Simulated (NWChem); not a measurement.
System: CHF₂NOSi; SMILES F[SiH](F)OC#N

Here is an NWChem input.

```
start job
memory heap 200 mb stack 900 mb global 1100 mb
geometry units angstroms noautoz
  N      0.233126    -2.952897    -0.124425
  C     -0.110857    -1.865207     0.086140
  O     -0.519287    -0.675493     0.336570
  Si    -0.006682     0.779595    -0.329765
  F      1.423905     1.127773     0.284286
  F     -1.074402     1.836569     0.198238
  H      0.043961     0.709524    -1.792285
end
basis spherical
  N library 6-31g*
  C library 6-31g*
  O library 6-31g*
  Si library 6-31g*
  F library 6-31g*
  H library 6-31g*
end
dft
  xc rpbe cpbe96
  iterations 150
  mulliken
end
task dft energy
```

NWChem printed, in part:

```
             Northwest Computational Chemistry Package (NWChem) 7.3.0
             --------------------------------------------------------

 C1  symmetry detected

                             Geometry "geometry" -> ""
                             -------------------------

 Output coordinates in angstroms (scale by  1.889725989 to convert to a.u.)

  No.       Tag          Charge          X              Y              Z
 ---- ---------------- ---------- -------------- -------------- --------------
    1 N                    7.0000     0.11253789    -2.98082221    -0.08585414
    2 C                    6.0000    -0.18506977    -1.87696730     0.11078124
    3 O                    8.0000    -0.54257406    -0.66795736     0.34622828
    4 Si                  14.0000     0.02309564     0.75485885    -0.34634599
    5 F                    9.0000     1.47188406     1.05348608     0.25089733
    6 F                    9.0000    -0.99614946     1.86232336     0.17391258
    7 H                    1.0000     0.05829553     0.66090930    -1.80797996

 Effective nuclear repulsion energy (a.u.)     288.9287747779

  pbe96 is a nonlocal functional; adding pw91lda local functional.

                                 NWChem DFT Module
                                 -----------------

 Summary of "ao basis" -> "ao basis" (spherical)
 ------------------------------------------------------------------------------
       Tag                 Description            Shells   Functions and Types
 ---------------- ------------------------------  ------  ---------------------
 N                           6-31g*                  6       14   3s2p1d
 C                           6-31g*                  6       14   3s2p1d
 O                           6-31g*                  6       14   3s2p1d
 Si                          6-31g*                  8       18   4s3p1d
 F                           6-31g*                  6       14   3s2p1d
 H                           6-31g*                  2        2   2s

            General Information
            -------------------
          SCF calculation type: DFT
          Wavefunction type:  closed shell.
          No. of atoms     :     7
          No. of electrons :    54
           Alpha electrons :    27
            Beta electrons :    27
          Charge           :     0
          Spin multiplicity:     1
          Use of symmetry is: off; symmetry adaption is: off
          Maximum number of iterations: 150
          AO basis - number of functions:    90
                     number of shells:    40
          Convergence on energy requested:  1.00D-06
          Convergence on density requested:  1.00D-05
          Convergence on gradient requested:  5.00D-04

              XC Information
              --------------
                          RPBE Exchange Functional  1.000
            Perdew 1991 LDA Correlation Functional  1.000 local
           PerdewBurkeErnz. Correlation Functional  1.000 non-local

             Grid Information
             ----------------
          Grid used for XC integration:  medium
          Radial quadrature: Mura-Knowles
          Angular quadrature: Lebedev.
          Tag              B.-S. Rad. Rad. Pts. Rad. Cut. Ang. Pts.
          ---              ---------- --------- --------- ---------
          N                   0.65       49          11.0       434
          C                   0.70       49          10.0       434
          O                   0.60       49           8.0       434
          Si                  1.10       88           9.0       590
          F                   0.50       49          11.0       434
          H                   0.35       45          10.0       434
          Grid pruning is: on
          Number of quadrature shells:   378
          Spatial weights used:  Erf1

      Superposition of Atomic Density Guess
      -------------------------------------

 Sum of atomic energies:        -654.76854873

      Non-variational initial energy
      ------------------------------

 Total energy =    -656.535550
 1-e energy   =   -1481.788449
 2-e energy   =     536.324124
 HOMO         =      -0.386475
 LUMO         =       0.065886

     ---------------------------------------------
      Total Density - Mulliken Population Analysis
     ---------------------------------------------

    Atom       Charge   Shell Charges
 -----------   ------   -------------------------------------------------------
    1 N    7     7.96   2.00  0.89  2.49  0.96  1.58  0.03
    2 C    6     4.94   2.00  0.69  1.48  0.28  0.41  0.09
    3 O    8     8.63   2.00  0.90  2.97  0.91  1.83  0.01
    4 Si  14    12.25   2.00  2.00  5.97  0.72  0.96  0.18  0.16  0.25
    5 F    9     9.60   2.00  0.95  3.46  1.00  2.18  0.01
    6 F    9     9.59   2.00  0.95  3.46  1.00  2.18  0.01
    7 H    1     1.04   0.45  0.59

   convergence    iter        energy       DeltaE   RMS-Dens  Diis-err
 ---------------- ----- ----------------- --------- --------- ---------
 d= 0,ls=0.0,diis     1   -657.6826232476 -9.47D+02  2.86D-02  1.70D+00
 d= 0,ls=0.0,diis     2   -656.5913181657  1.09D+00  2.22D-02  1.14D+01
 d= 0,ls=0.0,diis     3   -657.8456039079 -1.25D+00  5.24D-03  4.54D-01
 d= 0,ls=0.0,diis     4   -657.8819626785 -3.64D-02  1.93D-03  1.18D-01
 d= 0,ls=0.0,diis     5   -657.8930677087 -1.11D-02  4.19D-04  3.20D-03
  Resetting Diis
 d= 0,ls=0.0,diis     6   -657.8933163262 -2.49D-04  1.36D-04  6.18D-04
 d= 0,ls=0.0,diis     7   -657.8933731068 -5.68D-05  7.08D-05  1.93D-05
 d= 0,ls=0.0,diis     8   -657.8933690084  4.10D-06  4.17D-05  6.57D-05
 d= 0,ls=0.0,diis     9   -657.8933749691 -5.96D-06  9.44D-06  9.53D-07
 d= 0,ls=0.0,diis    10   -657.8933750207 -5.17D-08  4.26D-06  6.23D-07

         Total DFT energy =     -657.893375020749
      One electron energy =    -1482.981413646752
           Coulomb energy =      599.328404130762
    Exchange-Corr. energy =      -63.169140282696
 Nuclear repulsion energy =      288.928774777937

 Numeric. integr. density =       53.999996894094

                       DFT Final Molecular Orbital Analysis
                       ------------------------------------

 Vector   25  Occ=2.000000D+00  E=-3.131062D-01
              MO Center=  1.6D-01, -3.1D+00, -1.2D-01, r^2= 9.1D-01
   Bfn.  Coefficient  Atom+Function         Bfn.  Coefficient  Atom+Function
  ----- ------------  ---------------      ----- ------------  ---------------
     4      0.443797  1 N  py                 6     -0.424674  1 N  s
     2     -0.274326  1 N  s                  8      0.250666  1 N  py
    18     -0.196156  2 C  py                16      0.182115  2 C  s
    20      0.139536  2 C  s                  3     -0.134323  1 N  px
     1      0.124499  1 N  s                  5      0.094557  1 N  pz

 Vector   26  Occ=2.000000D+00  E=-2.800608D-01
              MO Center= -1.0D-01, -2.2D+00,  4.5D-02, r^2= 1.8D+00
   Bfn.  Coefficient  Atom+Function         Bfn.  Coefficient  Atom+Function
  ----- ------------  ---------------      ----- ------------  ---------------
     5     -0.303340  1 N  pz                 3      0.297608  1 N  px
    17      0.238160  2 C  px                19     -0.238571  2 C  pz
    31     -0.206975  3 O  px                33      0.206391  3 O  pz
     9     -0.183016  1 N  pz                 7      0.179598  1 N  px
     4      0.155591  1 N  py                37      0.154230  3 O  pz

 Vector   27  Occ=2.000000D+00  E=-2.718068D-01
              MO Center= -9.5D-02, -2.1D+00,  4.7D-02, r^2= 1.9D+00
   Bfn.  Coefficient  Atom+Function         Bfn.  Coefficient  Atom+Function
  ----- ------------  ---------------      ----- ------------  ---------------
     5      0.323670  1 N  pz                 3      0.318706  1 N  px
    33     -0.238660  3 O  pz                31     -0.229630  3 O  px
    19      0.227782  2 C  pz                17      0.224532  2 C  px
     9      0.194805  1 N  pz                 7      0.191457  1 N  px
    37     -0.192375  3 O  pz                35     -0.182228  3 O  px

 Vector   28  Occ=0.000000D+00  E=-1.553686D-02
              MO Center= -4.9D-02, -2.6D-01, -1.1D-01, r^2= 3.7D+00
   Bfn.  Coefficient  Atom+Function         Bfn.  Coefficient  Atom+Function
  ----- ------------  ---------------      ----- ------------  ---------------
    52      0.982255  4 Si s                 20      0.692881  2 C  s
    34     -0.618177  3 O  s                  6     -0.577893  1 N  s
    54     -0.514078  4 Si py                90     -0.457191  7 H  s
    22     -0.370603  2 C  py                48      0.296848  4 Si s
    50     -0.274406  4 Si py                 8     -0.257481  1 N  py

 Vector   29  Occ=0.000000D+00  E=-8.674886D-03
              MO Center=  3.4D-02,  1.1D+00, -4.4D-01, r^2= 3.7D+00
   Bfn.  Coefficient  Atom+Function         Bfn.  Coefficient  Atom+Function
  ----- ------------  ---------------      ----- ------------  ---------------
    54      0.783109  4 Si py                52      0.476635  4 Si s
    80     -0.474347  6 F  s                 50      0.320212  4 Si py
    48      0.302431  4 Si s                 90     -0.286107  7 H  s
     6      0.200916  1 N  s                 22      0.194114  2 C  py
    77     -0.166895  6 F  px                66     -0.163221  5 F  s

 Vector   30  Occ=0.000000D+00  E=-3.206922D-03
              MO Center=  1.0D-01,  4.1D-01, -4.5D-01, r^2= 4.3D+00
   Bfn.  Coefficient  Atom+Function         Bfn.  Coefficient  Atom+Function
  ----- ------------  ---------------      ----- ------------  ---------------
    53      0.815713  4 Si px                66     -0.462764  5 F  s
    49      0.443811  4 Si px                52      0.189567  4 Si s
     9      0.182045  1 N  pz                23     -0.166455  2 C  pz
    19     -0.163461  2 C  pz                 5      0.158858  1 N  pz
    54      0.149250  4 Si py                45     -0.148080  4 Si px

     ---------------------------------------------
      Total Density - Mulliken Population Analysis
     ---------------------------------------------

    Atom       Charge   Shell Charges
 -----------   ------   -------------------------------------------------------
    1 N    7     7.31   2.00  0.86  2.25  0.91  1.25  0.04
    2 C    6     5.59   2.00  0.69  2.03  0.20  0.59  0.08
    3 O    8     8.48   2.00  0.89  2.96  0.95  1.66  0.02
    4 Si  14    12.92   2.00  1.99  5.96  0.84  1.44  0.06  0.20  0.42
    5 F    9     9.33   2.00  0.94  3.30  1.02  2.06  0.01
    6 F    9     9.33   2.00  0.94  3.30  1.02  2.06  0.01
    7 H    1     1.05   0.51  0.54

     -------------------------------------------
      Total Density - Lowdin Population Analysis
     -------------------------------------------

    Atom       Charge   Shell Charges
 -----------   ------   -------------------------------------------------------
    1 N    7     7.14   1.99  0.77  2.11  0.67  1.52  0.07
    2 C    6     5.98   1.98  0.52  1.80  0.34  1.14  0.20
    3 O    8     8.18   1.99  0.83  2.79  0.62  1.90  0.06
    4 Si  14    13.25   2.00  1.97  5.87  0.58  1.34  0.31  0.55  0.63
    5 F    9     9.21   1.99  0.93  3.17  0.85  2.25  0.02
    6 F    9     9.20   1.99  0.93  3.17  0.85  2.24  0.02
    7 H    1     1.03   0.50  0.53

     Multipole analysis of the density
     ---------------------------------

     L   x y z        total         alpha         beta         nuclear
     -   - - -        -----         -----         ----         -------
     0   0 0 0     -0.000000    -27.000000    -27.000000     54.000000

     1   1 0 0     -0.147161     -0.073580     -0.073580     -0.000000
     1   0 1 0      1.253931      0.626965      0.626965      0.000000
     1   0 0 1     -0.439039     -0.219519     -0.219519     -0.000000

     2   2 0 0    -29.218750    -70.119651    -70.119651    111.020552
     2   1 1 0      1.089520      0.228581      0.228581      0.632357
     2   1 0 1      0.028846      0.275873      0.275873     -0.522900
     2   0 2 0    -37.938185   -262.732406   -262.732406    487.526627
     2   0 1 1     -1.484494      0.806933      0.806933     -3.098361
     2   0 0 2    -26.887538    -25.712425    -25.712425     24.537313
```

Level: RPBE/6-31G* (spherical d). Coordinates come from a PBE0/def2-SVP optimisation.
